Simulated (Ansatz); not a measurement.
## Equilibrium of GeH4 + CHCl2I ⇌ GeH3I + CH2Cl2 at process temperatures

Gas-phase species: GeH4 (germane) `[GeH4]`, singlet; CHCl2I (dichloroiodomethane) `ClC(Cl)I`, singlet; GeH3I `[GeH3][I]`, singlet; CH2Cl2 (dichloromethane) `ClCCl`, singlet. The partners trade H for I: Ge–H and C–I bonds give way to Ge–I and C–H.

The electronic reaction energy at CCSD(T)/def2-TZVPP is -148.0 kJ/mol. Shapes: PBE0-D4/def2-TZVP. Programs: Ansatz 0.2.0. Enthalpy and entropy come from rigid-rotor, harmonic-oscillator sums on unscaled PBE0-D4/def2-TZVP wavenumbers, ideal gases at 1 bar. Symmetry numbers: GeH4 12, CHCl2I 1, GeH3I 3, CH2Cl2 2. R = 8.3145 J/(mol K).

| T (K) | ΔH (kJ/mol) | ΔS (J/(mol K)) |
| --- | --- | --- |
| 800 | -139.6 | +6.6 |
| 1100 | -140.8 | +5.2 |
| 1400 | ? | ? |

Task: Work out ln K at 800 and 1100 K, and from these estimate it at 1400 K.

Result: 
1. 800 K: ΔG = -139.6 − 800 × (+6.6)/1000 = -144.9 kJ/mol; ln K = −ΔG/RT = +21.78.
2. 1100 K: ΔG = -140.8 − 1100 × (+5.2)/1000 = -146.5 kJ/mol; ln K = −ΔG/RT = +16.02.
3. Slope against 1000/T: (+16.02 − (+21.78))/(0.9091 − 1.2500) = +16.90, that is −ΔH/R with ΔH near -141 kJ/mol.
4. 1400 K: ln K = +21.78 + (+16.90) × (0.7143 − 1.2500) = +12.73.

The full sums give ΔH = -141.9 kJ/mol, ΔS = +4.4 J/(mol K), ΔG = -148.1 kJ/mol and ln K = +12.72 at 1400 K, so the line is off by +0.01 in ln K; without rounding the miss is +0.03, from the change of ΔH with temperature. The products are favoured over this whole range. An error of 10 kJ/mol in the energy moves ln K by 0.9 at 1400 K. Soft modes are treated as harmonic, which can err either way at these temperatures; the lowest are those of CHCl2I (187 cm⁻¹), GeH3I (253 cm⁻¹). Other reactions of these species are left aside. For atoms past krypton def2 sets carry core potentials with scalar relativity. Relativity is left out for Ge. Outer-core shells of Ge, I are correlated, in sets that cover them unevenly.
